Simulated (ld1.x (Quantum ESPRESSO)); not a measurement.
**Ta (Z = 73): variants of one RRKJ potential**

Base potential:

Ta (Z = 73), norm-conserving RRKJ (Kleinman–Bylander form), made with ld1.x (Quantum ESPRESSO) 7.5 (PBEsol, fully relativistic). Core [Kr] 4d10 4f14, reference 5s2 5p6 5d3 6s2 6p0. Waves: 5s (bound): rc 1.80 bohr; 5d (bound): rc 1.80 bohr; 5p (bound): rc 2.00 bohr. Local part: the p channel. Core correction: a·sin(br)/r model core inside 1.70 bohr.

Open shells are filled in proportion to 2j + 1 (rel_dist='average').

Occupied shells without a wave of their own: 6s. They enter only through the test configuration that unscreens the potential, and ld1.x also counts them in the model core charge.

All-electron outer shells of the reference configuration (PBEsol, scalar-relativistic, ld1.x):

```csv
shell,level (eV),outermost node (bohr),outermost maximum (bohr)
4d,-222.03,0.22,0.46
5s,-73.03,0.54,0.98
5p,-39.42,0.58,1.13
4f,-24.73,–,0.44
6s,-5.47,1.32,2.78
5d,-3.62,0.65,1.58
6p,-1.36,1.59,3.85
```

Cutoffs, loose and tight: the cutoffs (Ry, on a coarse ladder) from which the occupation-weighted sum of valence levels, in a spherical-Bessel basis at the reference potential, stays within 10 and 1 mRy of its value at 400 Ry. They do not see the model core or the augmentation charge, which bear on the density cutoff. Test errors are all-electron minus pseudo excitation energies from the reference, over the configurations 5s2 5p6 5d3 6s1 6p0; 5s2 5p6 5d3 6s0 6p0; 5s2 5p6 5d2 6s0 6p0; 5s2 5p6 5d3 6s1 6p1; 5s2 5p6 5d3 6s0 6p1; 5s2 5p6 5d3 6s1.5 6p0; 5s2 5p6 5d1 6s0 6p0. A dash means not determined; rows that change the core or the reference have their own tests.

With those shells counted twice in exchange and correlation these files are broken, and their errors move erratically; no question is asked of them.

Cutoffs are not given where the Bessel-basis levels miss the radial ones by over 6 mRy, ghosts where they miss by over 20 mRy; a channel whose overlap is not positive is not tested.

| change | outcome | bound ghosts | largest test error (meV) |
| --- | --- | --- | --- |
| base | generated, misses its reference levels by 6.08 eV | not determined | -2029 |
| wave 5d (bound): rc 1.80 bohr becomes 5d (bound): rc 1.28 bohr | generated, misses its reference levels by 6.08 eV | not determined | -2033 |
| wave 5d (bound): rc 1.80 bohr becomes 5d (bound): rc 1.48 bohr | generated, misses its reference levels by 6.08 eV | not determined | -2032 |
| wave 5d (bound): rc 1.80 bohr becomes 5d (bound): rc 1.78 bohr | generated, misses its reference levels by 6.08 eV | not determined | -2029 |
| wave 5d (bound): rc 1.80 bohr becomes 5d (bound): rc 2.06 bohr | generated, misses its reference levels by 6.08 eV | not determined | -2023 |
| wave 5d (bound): rc 1.80 bohr becomes 5d (bound): rc 2.34 bohr | generated, misses its reference levels by 6.08 eV | not determined | -2000 |
| wave 5d (bound): rc 1.80 bohr becomes 5d (bound): rc 2.64 bohr | generated, misses its reference levels by 6.08 eV | not determined | -1947 |
